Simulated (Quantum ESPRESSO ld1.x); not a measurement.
The numbers below are computed, except where a source is named.
Q: Pm+, 60 electrons, occupied as [Xe] 4f3.5 6s2 6p0.5 (fractional occupations, a model configuration). Code: ld1.x of Quantum ESPRESSO 7.5. Model: non-relativistic Kohn-Sham, LDA (Slater exchange, Perdew-Wang correlation), spin-polarised, spherical densities, point nucleus; open shells are filled with parallel spins first; relativity is left out, which matters for an element this heavy. Some entries of the table are withheld. Estimate them.

orbital,occ.,eigenvalue (eV),<r^2> (bohr^2),r(max) (bohr)
1s up,1,-42552.4,0.0008287,0.01650
1s down,1,-42552.4,0.0008287,0.01650
2s up,1,-6715.97,0.01325,0.09061
2s down,1,-6715.90,0.01325,0.09061
2p up,3,-6375.17,0.009874,0.07056
2p down,3,-6375.12,0.009873,0.07056
3s up,1,-1478.79,0.08708,0.2539
3s down,1,-1477.26,0.08698,0.2538
3p up,3,-1328.79,0.08188,0.2408
3p down,3,-1327.38,0.08178,0.2407
3d up,5,-1048.30,0.06614,0.1929
3d down,5,-1047.25,0.06603,0.1928
4s up,1,-307.810,0.4394,0.5816
4s down,1,-304.746,0.4396,0.5815
4p up,3,-250.428,0.4658,0.5888
4p down,3,-247.385,0.4662,0.5887
4d up,5,-148.668,0.5374,0.6003
4d down,5,-145.678,0.5390,0.6003
5s up,1,-53.4002,2.399,1.329
5s down,1,-52.0514,2.442,1.337
5p up,3,-37.0922,2.972,1.441
5p down,3,-35.9987,3.037,1.453
4f up,3.5,-27.0560,0.9405,0.6054
4f down,0,-24.3526,0.9844,0.6072
6s up,1,-10.7159,14.91,3.296
6s down,1,-10.3407,15.17,3.318
6p up,0.5,-7.3388,(1),3.879
6p down,0,-7.0044,(2),3.920

A: 
(1) 6p up <r^2> (bohr^2): 20.88
(2) 6p down <r^2> (bohr^2): 21.49
